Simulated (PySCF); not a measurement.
## [Eu(NH3)8]3+ at several levels of theory

Computed with PySCF 2.14.0 (density fitting, no spin-orbit coupling) at the geometry relaxed with BP86:

```xyz
33
[Eu(NH3)8]3+ (singlet in the valence; each metal's 4f electrons, 6 of them, lie in its core potential, out of spins and levels)
Eu    0.0000    0.0000    0.0005
N     2.2201    0.0611    1.4746
H     2.0651   -0.0023    2.4976
H     2.8967   -0.7031    1.2981
H     2.8024    0.9128    1.3831
N    -0.0611    2.2201    1.4746
H     0.0023    2.0651    2.4976
H     0.7031    2.8967    1.2981
H    -0.9128    2.8024    1.3831
N    -2.2201   -0.0611    1.4746
H    -2.0651    0.0023    2.4976
H    -2.8967    0.7031    1.2981
H    -2.8024   -0.9128    1.3831
N     0.0611   -2.2201    1.4746
H    -0.0023   -2.0651    2.4976
H    -0.7031   -2.8967    1.2981
H     0.9128   -2.8024    1.3831
N     1.5337    1.6064   -1.4743
H     2.5521    1.5440   -1.2953
H     1.4710    1.4482   -2.4968
H     1.3441    2.6209   -1.3872
N    -1.6064    1.5337   -1.4743
H    -1.5440    2.5521   -1.2953
H    -1.4482    1.4710   -2.4968
H    -2.6209    1.3441   -1.3872
N    -1.5337   -1.6064   -1.4743
H    -2.5521   -1.5440   -1.2953
H    -1.4710   -1.4482   -2.4968
H    -1.3441   -2.6209   -1.3872
N     1.6064   -1.5337   -1.4743
H     1.5440   -2.5521   -1.2953
H     1.4482   -1.4710   -2.4968
H     2.6209   -1.3441   -1.3872
```

```csv
level,basis,state,HOMO (eV),gap (eV),charge on Eu1 (e),population of f-type functions on Eu1 (polarisation alone where 4f lies in the core),dipole about the centre of mass (D),largest force component (eV/Å)
BP86,"Eu lcecp-1-SVP with ECP52, N def2-SVP, H def2-SVP",singlet,-18.46,6.48,0.50,0.04,0.00,0.01
revPBE,the same,singlet,-18.36,6.58,0.63,0.04,0.00,0.11
PBE0,the same,singlet,-19.97,8.99,0.81,0.04,0.01,0.42
BLYP,the same,singlet,-18.26,6.47,0.48,0.04,0.00,0.08
BP86,"Eu lcecp-1-TZVP with ECP52, N def2-TZVP, H def2-TZVP",singlet,-18.58,6.45,1.66,0.05,0.00,0.34
```

In the lcecp rows the 4f levels are missing from HOMO and gap, and the state counts the valence alone.

Charges are Mulliken's, which hang on the basis. The relaxation used the grid (50, 194), these runs (75, 302) or, all-electron (x2c bases, spin-free X2C Hamiltonian), (99, 590).

Q: What does M06-L with Eu lcecp-1-SVP with ECP52, N def2-SVP, H def2-SVP give here?

A: state singlet, HOMO (eV) -18.82, gap (eV) 7.15, charge on Eu1 (e) 1.01, population of f-type functions on Eu1 (polarisation alone where 4f lies in the core) 0.03, dipole about the centre of mass (D) 0.05, largest force component (eV/Å) 0.44. Time: 52 s on 8 threads of Arm Neoverse V1 (shared host), from an already converged density.

In the first row's basis the gap widens with exact exchange: 6.5 to 7.1 eV for BLYP, BP86, revPBE, M06-L (none); 9.0 eV for PBE0 (a fixed share).

No frequency check is given that shows the relaxed geometry to be a minimum. An lcecp potential fixes the number of 4f electrons, so in runs with it no electron can move into or out of that shell.
